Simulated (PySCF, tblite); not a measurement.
Calculations on `C=C[Se][SiH2]C(Cl)Cl`, in the order of a workflow; each names the level of the geometry that it ran on. Settings lines and outputs come from a driver script.

Compound: C₃H₆Cl₂SeSi.
Numbering: `[CH2:1]=[CH:2][Se:3][SiH2:4][CH:5]([Cl:6])[Cl:7]` (hydrogens: H8, H9 on C1; H10 on C2; H11, H12 on Si4; H13 on C5)

Step 1: GFN2-xTB geometry optimisation, gas phase (tblite 0.8.0) (from a force-field or distance-geometry start)
```json
{"job": {"kind": "relax", "xc": "GFN2-xTB", "basis": "xTB"}, "charge": 0, "multiplicity": 1}
```
```
step      E/eV     max force
  0    -638.19840    2.383
  1    -638.27866    1.274
  2    -638.32915    0.812
...
 86    -638.50272    0.022
 87    -638.50279    0.026
 88    -638.50287    0.025
 89    -638.50291    0.014
 90    -638.50293    0.009
```

Energy lowered by 7.0 kcal/mol over 90 steps; largest atomic force 0.009 eV/Å at the end. «max force» is the largest atomic force in eV/Å.

The run took 1.4 s wall on an Arm Neoverse N1 with one thread, shared host.

Step 2: GFN2-xTB harmonic vibrations, gas phase (tblite 0.8.0) (on the GFN2-xTB geometry)
```json
{"job": {"kind": "ir", "xc": "GFN2-xTB", "basis": "xTB"}, "charge": 0, "multiplicity": 1}
```
```
(table of modes left out)
```

33 modes from 20 to 3128 cm⁻¹ (unscaled, harmonic); zero-point energy 47.8 kcal/mol; all wavenumbers are real at this level.

The run took 1.0 s wall on an Arm Neoverse N1 with one thread, no GPU, shared host.

Step 3: TDDFT CAM-B3LYP/def2-SVPD, vertical, gas phase, core orbitals frozen in the response (PySCF 2.14.0, density-fitted response routines) (on the GFN2-xTB geometry)
```json
{"job": {"kind": "uv", "xc": "CAM-B3LYP", "basis": "def2-SVPD", "nstates": 8, "ntriplets": 3}, "charge": 0, "multiplicity": 1}
```
```
...
Static polarisability (au): isotropic 118.488, principal 89.967 119.184 146.315
Singlet excitations
state   eV       nm        f      main configurations
  1   4.7492    261.1   0.00175   H->L 0.81
  2   5.6343    220.1   0.10866   H->L+1 0.79
  3   5.7414    215.9   0.10329   H->L+2 0.86
  4   6.3368    195.7   0.00272   H->L+3 0.49, H->L+5 0.16, H->L+7 0.08
  5   6.3592    195.0   0.00148   H->L+4 0.67, H->L+5 0.16
  6   6.4852    191.2   0.01359   H-1->L 0.53, H-1->L+1 0.14
  7   6.6995    185.1   0.01060   H->L+5 0.39, H->L+8 0.16, H->L+3 0.16
  8   6.7925    182.5   0.00062   H->L+7 0.58
Triplet excitations (Tamm-Dancoff, eV): 3.9897 4.4486 5.3204
```

HOMO -7.91 eV, LUMO 0.22 eV; lowest singlet 4.75 eV; lowest triplet 3.99 eV (Tamm–Dancoff); mean polarisability 118.5 au.

On an Arm Neoverse N1 with one thread, shared host with 64 logical CPUs at a one-minute load of 61, this took 2.2 min wall (with the writing of density and orbital grids) and 0.99 GiB of memory at its peak.

Geometry of the electronic-property runs (GFN2-xTB):
```
atom  x, y, z in Å
C1     2.5575    0.6623   -0.0923
C2     2.2712   -0.5599   -0.5019
Se3    0.5508   -1.3671   -0.5961
Si4   -0.7661    0.2692    0.2374
C5    -2.5131   -0.5178    0.2464
Cl6   -3.6370    0.6103    1.0185
Cl7   -3.0041   -0.8135   -1.4340
H8     1.8068    1.3542    0.2487
H9     3.5756    1.0142   -0.0867
H10    3.0400   -1.2405   -0.8414
H11   -0.8431    1.4510   -0.6178
H12   -0.4415    0.6025    1.6255
H13   -2.6013   -1.4645    0.7759
```

 (This holds for the electronic-property runs.)

One conformer stands for the species.
